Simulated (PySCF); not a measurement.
# A small calculation by hand: chemical shift, span and skew from a shielding tensor

C3H7BO3, SMILES C=CCOB(O)O. Atoms are numbered in the order given.

```xyz
14

C      3.0102    -0.0682     0.4499
C      1.6971    -0.2940     0.5244
C      0.8333    -0.6707    -0.6447
O     -0.2144     0.2705    -0.8549
B     -1.3424     0.2572    -0.0885
O     -2.3087     1.2038    -0.2922
O     -1.5114    -0.6945     0.8786
H      3.6010     0.1848     1.3346
H      3.5478    -0.1335    -0.5023
H      1.1766    -0.2234     1.4868
H      0.4020    -1.6739    -0.4779
H      1.4324    -0.7038    -1.5680
H     -2.0600     1.8173    -0.9948
H     -2.3550    -0.5940     1.3352
```
Charge 0, spin multiplicity 1.

Coordinates come from a B3LYP-D3(BJ)/def2-SVP optimisation. Other conformers were not sampled.

GIAO shieldings from B3LYP/pcSseg-1 (PySCF), non-relativistic, no solvent. The symmetric part of the tensor of C2 has the principal values -93.5, 40.7, 147.5 ppm. The same nucleus in TMS has σ = 181.3 ppm at this level (PySCF, at its B3LYP-D3(BJ)/def2-TZVP geometry).

### Question
Work out the isotropic shielding, the ¹³C shift against TMS, the span and the skew.

### Answer

σ(iso) = (σ11 + σ22 + σ33)/3 = 31.6 ppm. δ = σ(ref) − σ(iso) = 181.3 − (31.6) = 149.7 ppm.
Span Ω = σ33 − σ11 = 241.0 ppm. Skew κ = 3(σ(iso) − σ22)/Ω = -0.11. Tumbling in solution averages the tensor to δ; in a static solid the shielding alone would spread this spin-1/2 line over Ω.
